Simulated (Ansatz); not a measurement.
Start from `[F][Ga]([Cl])[O][SiH3]` and change one atom or group to get `[F][Ga]([SH])[Cl]`.

Ansatz, PBE0-D4/def2-TZVP geometries, multiplicity 1. Each molecule was computed in one conformer, which needn't be the lowest.

Scalar relativity is left out up to krypton.

```csv
property,`[F][Ga]([Cl])[O][SiH3]`
size of the dipole moment (PBE/def2-TZVPP) / D,0.85
LUMO energy (PBE0/def2-TZVPP) / eV,-1.81
HOMO–LUMO gap (ωB97M-V/def2-TZVPP) / eV,11.50
size of the dipole moment (ωB97M-V/def2-TZVPP) / D,0.85
HOMO energy (B3LYP/def2-TZVPP) / eV,-8.91
HOMO–LUMO gap (PBE0/def2-TZVPP) / eV,7.31
```

Task: What does the change do to each property? (An estimate is asked.)

Result: The calculation gave: 
| property | `[F][Ga]([SH])[Cl]` | shift |
| --- | --- | --- |
| size of the dipole moment (PBE/def2-TZVPP) / D | 1.55 | 0.70 |
| LUMO energy (PBE0/def2-TZVPP) / eV | -1.58 | 0.23 |
| HOMO–LUMO gap (ωB97M-V/def2-TZVPP) / eV | 11.00 | -0.50 |
| size of the dipole moment (ωB97M-V/def2-TZVPP) / D | 1.55 | 0.70 |
| HOMO energy (B3LYP/def2-TZVPP) / eV | -8.20 | 0.71 |
| HOMO–LUMO gap (PBE0/def2-TZVPP) / eV | 6.88 | -0.43 |

With PBE0 the HOMO rises by 0.66 eV and the LUMO rises by 0.23 eV, so the gap narrows by about 0.43 eV. PBE moves the HOMO by 0.49 eV and ωB97M-V by 0.76 eV. The zero-point energy changes by -52.2 kJ/mol with -9 modes. Dipoles are sizes alone; their direction can turn.

B3LYP here is the variant with VWN-RPA as its local correlation; programs differ in this.

Positive LUMOs are unbound, so they and the gaps depend on the basis.
